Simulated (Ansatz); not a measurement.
System: C2H11N3Si, charge 0, multiplicity 1. SMILES: N[Si](N)(CC)N
Coordinates optimised at B3LYP-D3(BJ)/def2-TZVP (Ansatz, a program for electronic structure):
```
Si
N 1 1.7183
H 2 1.0066 1 120.63
H 2 1.0066 3 112.24 1 -152.41
N 1 1.7257 2 103.82 3 40.79
H 5 1.0076 1 120.38 2 -158.96
H 5 1.0083 6 110.98 1 148.85
N 1 1.7264 2 103.14 3 168.02
H 8 1.0076 1 120.56 2 164.07
H 8 1.0082 9 111.01 1 -148.88
C 1 1.8783 2 118.63 3 -75.61
H 11 1.0943 1 107.87 2 68.72
H 11 1.0969 12 105.68 1 -116.40
C 11 1.5337 12 109.98 13 -118.45
H 14 1.0913 11 111.34 12 178.58
H 14 1.0924 15 107.13 11 -121.42
H 14 1.0924 15 107.86 16 -115.48
```
Charge 0, spin multiplicity 1.

Quantity: atomisation energy, in kcal/mol. Conventions: atomisation electronic, to ground-state atoms; dispersion terms only where a functional's name holds one; valence correlation only; open shells spin-unrestricted; non-relativistic; six Cartesian d functions in 6-31G* and its kin unless marked 5d; 6-311+G** with 5d, 6d on Na to Ar in Ansatz; LANL2DZ with its own core potentials from Na on; spin-orbit terms left out. CBS(X,Y): correlation extrapolated as X^-3; Hartree-Fock from the larger set. First-principles rows: single points at B3LYP-D3(BJ) geometries (Ansatz).

Coupled cluster (Ansatz) is a level with limits of its own, used here on species with T1 under 0.025 (0.045 for open shells) and stable references: CCSD(T)/CBS(cc-pV(T+d)Z,cc-pV(Q+d)Z).

Value to compare with, CCSD(T)/CBS(cc-pV(T+d)Z,cc-pV(Q+d)Z) (Ansatz): 1514.6 kcal/mol.

```json
[
 {"level": "B3LYP/STO-3G", "program": "Ansatz", "atomisation energy (kcal/mol)": "1689.4", "difference": "174.8"},
 {"level": "B3LYP/3-21G", "program": "Ansatz", "atomisation energy (kcal/mol)": "1446.8", "difference": "-67.8"},
 {"level": "B3LYP/LANL2DZ", "program": "Ansatz", "atomisation energy (kcal/mol)": "1439.8", "difference": "-74.8"},
 {"level": "B3LYP/6-31G", "program": "Ansatz", "atomisation energy (kcal/mol)": "1419.3", "difference": "-95.3"},
 {"level": "B3LYP/6-31G*", "program": "Ansatz", "atomisation energy (kcal/mol)": "1477.4", "difference": "-37.2"},
 {"level": "B3LYP/6-31+G*", "program": "Ansatz", "atomisation energy (kcal/mol)": "1477.5", "difference": "-37.1"},
 {"level": "B3LYP/6-31G**", "program": "Ansatz", "atomisation energy (kcal/mol)": "1495.9", "difference": "-18.7"},
 {"level": "B3LYP/def2-SVP", "program": "Ansatz", "atomisation energy (kcal/mol)": "1492.7", "difference": "-21.9"},
 {"level": "B3LYP/cc-pVDZ", "program": "Ansatz", "atomisation energy (kcal/mol)": "1457.1", "difference": "-57.5"},
 {"level": "B3LYP/6-311+G**", "program": "Ansatz", "atomisation energy (kcal/mol)": "1489.4", "difference": "-25.2"},
 {"level": "B3LYP/def2-TZVPD", "program": "Ansatz", "atomisation energy (kcal/mol)": "1503.5", "difference": "-11.1"}
]
```

Among the 10 habitual levels, B3LYP/STO-3G lies farthest from CCSD(T)/CBS(cc-pV(T+d)Z,cc-pV(Q+d)Z) (Ansatz) (174.8 kcal/mol) and B3LYP/6-31G** nearest (-18.7); 1 of 10 lie above it, and their mean absolute difference is 61.0 kcal/mol, the median 47.4. One case shows no general order.

The sets are all those run for this method; left out are runs that failed, that the program found above a lower state of the same kind, or whose <S^2> lies over 0.5 above the pure value.
